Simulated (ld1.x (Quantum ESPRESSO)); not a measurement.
# Co (Z = 27): one change to an RRKJ potential, before and after

- Element: cobalt
- Generator: ld1.x (Quantum ESPRESSO) 7.5
- Type: norm-conserving RRKJ (Kleinman–Bylander form)
- Functional: PBEsol
- Relativity: scalar-relativistic
- Frozen core: [Ar]
- Valence charge: 9
- Reference configuration: 3d7 4s2 4p0
- Partial waves: 4s (bound): rc 2.50 bohr; 4p (bound, empty): rc 3.25 bohr; 3d (bound): rc 1.15 bohr
- Local potential: the d channel
- Core correction: none
- rho0: 0.01

All-electron outer shells of the reference configuration (PBEsol, scalar-relativistic, ld1.x):

```json
{"shell": "3s", "level (eV)": "-102.14", "outermost node (bohr)": "0.31", "outermost maximum (bohr)": "0.66"}
{"shell": "3p", "level (eV)": "-65.51", "outermost node (bohr)": "0.28", "outermost maximum (bohr)": "0.68"}
{"shell": "3d", "level (eV)": "-8.23", "outermost node (bohr)": "–", "outermost maximum (bohr)": "0.66"}
{"shell": "4s", "level (eV)": "-5.49", "outermost node (bohr)": "0.96", "outermost maximum (bohr)": "2.32"}
{"shell": "4p", "level (eV)": "-1.25", "outermost node (bohr)": "1.05", "outermost maximum (bohr)": "3.21"}
```

Change: type ultrasoft; waves now 4s (bound): rcut 2.15, rcutus 2.50 bohr; 4s channel at 0.1 Ry: rcut 2.15, rcutus 2.50 bohr; 4p (bound): rcut 2.85, rcutus 3.25 bohr; 4p channel at 4.6 Ry: rcut 2.85, rcutus 3.25 bohr; 3d (bound): rcut 1.00, rcutus 1.15 bohr; 3d channel at 0.9 Ry: rcut 1.00, rcutus 1.15 bohr; local potential all-electron potential smoothed inside 2.90 bohr (lloc = -1); augmentation PSQ, inside the norm-conserving radii; rho0 0.

Cutoffs: the cutoffs (Ry, on a coarse ladder) from which the occupation-weighted sum of valence levels, in a spherical-Bessel basis at the reference potential, stays within 10 and 1 mRy of its value at 400 Ry; they do not see the model core or the augmentation charge, which bear on the density cutoff. Errors are all-electron minus pseudo energies relative to the spin-unpolarised reference configuration.

What does the change do?

The potential gets softer (180 Ry and 260 Ry → 90 Ry and 140 Ry); the bound ghost in p, s disappears; the number of tests that count goes from 6 to 7; of the 6 tests that both files solve, the error grows in 5 and shrinks in 1 by more than 15 % and 0.3 meV (median size 5.9 → 7.1 meV); the range in which the s phases agree widens (upper end 0.9 → 4.6). Several settings change at once here, so the effects cannot be laid on one of them.

```tsv
quantity	base	changed
cutoff, loose	180 Ry	90 Ry
cutoff, tight	260 Ry	140 Ry
loose cutoff by channel (10 mRy a level)	s 15 Ry, d 140 Ry	s 6 Ry, d 70 Ry
bound ghosts	s, p	none
tests counted (converged, no solver errors)	6 of 7	7 of 7
error for 3d7 4s1 4p0, meV [ΔE 9.05 eV]	-2.3	-7.4
error for 3d7 4s0 4p0, meV [ΔE 25.74 eV]	+9.5	-6.7
error for 3d6 4s0 4p0, meV [ΔE 61.58 eV]	+27	-315
error for 3d7 4s1.5 4p0, meV [ΔE 3.61 eV]	-0.7	-1.9
error for 3d7 4s0 4p1, meV [ΔE 14.44 eV]	-0.9	+6.7
error for 3d7.5 4s1.5 4p0, meV [ΔE -0.96 eV]	-24	-110
s: phases at 3.57 bohr within 0.05 rad from the reference energy up to (Ry; the scan ends near 5)	0.9	4.6
p: phases at 3.57 bohr within 0.05 rad from the reference energy up to (Ry; the scan ends near 5)	1.8	1.7
d: phases at 3.57 bohr within 0.05 rad from the reference energy up to (Ry; the scan ends near 5)	3.3	3.3
```

Base: Tests not counted: 3d6 4s2 4p1 (an occupied level unbound or not found, printed error -3.0 eV). ld1.x printed “convergence not achieved” for 3 of the counted tests; their residual had stalled under 1e-8, short of the target of 1e-14. A true bound ghost makes a file unfit for plane-wave use even where its test errors are small: the radial tests pick states by their node count and pass the ghost by. Where a test does run into it, the solver fails or the error is huge.
